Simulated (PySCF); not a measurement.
## Vertical excitation energies

Species: C5H10GaNOSi.
SMILES: `[SiH3]Oc1cccc[n+]1[GaH3-]`

Theory: PySCF, TDDFT CAM-B3LYP/def2-SVPD, vertical, gas phase, core orbitals frozen in the response. Geometry: PBE0-D3(BJ)/def2-SVP, one conformer, isolated molecule. The CAM-B3LYP/def2-SVPD calculation is non-relativistic and has no spin–orbit coupling, an omission that weighs most on gallium. Torsions of this conformer, `[SiH3:1][O:2][c:3]1[cH:4][cH:5][cH:6][cH:7][n+:8]1[GaH3-:9]`: Si1–O2–C3–C4 -5°.

What does the calculation give for the low-lying excited states?

```tsv
state	E (eV)	λ (nm)	ν̃ (cm⁻¹)	f	|μ| (D)	main configurations (H = HOMO, L = LUMO)
S1	5.13	241.8	41350	0.099	2.25	H-2→L (83%)
S2	5.28	234.9	42570	0.0004	0.14	H-1→L (98%)
S3	5.38	230.5	43380	0.046	1.50	H→L (93%)
S4	6.09	203.7	49100	0.0028	0.35	H-1→L+1 (84%), H-3→L (13%)
S5	6.10	203.2	49220	0.0007	0.18	H-3→L (78%), H-1→L+1 (14%)
S6	6.13	202.3	49420	0.046	1.41	H→L+1 (85%), H-2→L+1 (8%)
S7	6.21	199.5	50130	0.132	2.37	H-2→L+1 (75%), H-4→L (11%), H→L+1 (10%)
S8	6.75	183.8	54420	0.045	1.32	H→L+2 (63%), H→L+3 (9%)
S9	6.82	181.8	55000	0.017	0.81	H-1→L+2 (27%), H-1→L+6 (19%), H-1→L+7 (18%)
S10	6.85	181.0	55250	0.0000	0.03	H-3→L+1 (91%)
```

Triplets (Tamm–Dancoff): T1 4.00 eV, H-2→L (90%); T2 4.23 eV, H-2→L+1 (64%), H-4→L (16%); T3 4.84 eV, H-4→L (38%), H→L (34%), H-2→L+1 (25%); T4 5.24 eV, H-1→L (96%).

The lowest singlet comes at 242 nm (495 kJ/mol) in the ultraviolet; it is of moderate strength; its leading configuration is HOMO-2→LUMO (83%). The most intense listed level is S7 at 6.21 eV (199 nm, f = 0.132), 1.09 eV above S1. Löwdin shares by element: HOMO hydrogen 52% or more, gallium 40%; LUMO carbon 54% or more, nitrogen 19% (atoms not listed hold the other 27%). Orbital energies (eV): HOMO-3 -10.38, HOMO-2 -9.04, HOMO-1 -8.44, HOMO -8.40, LUMO -0.72, LUMO+1 0.05, LUMO+2 0.59. The listed states span 1.72 eV, and the widest gap between neighbours is 0.71 eV (S3 to S4). Of the 10 states listed, 6 reach f = 0.01 and 2 stay under 0.0005. No computed singlet lies in the visible range (380 to 750 nm); the lowest, at 242 nm, stands 1.86 eV above its violet end (3.26 eV). All these states lie below the vertical ionisation energy of 9.27 eV (ΔSCF). The window holds the lowest 10 singlets.
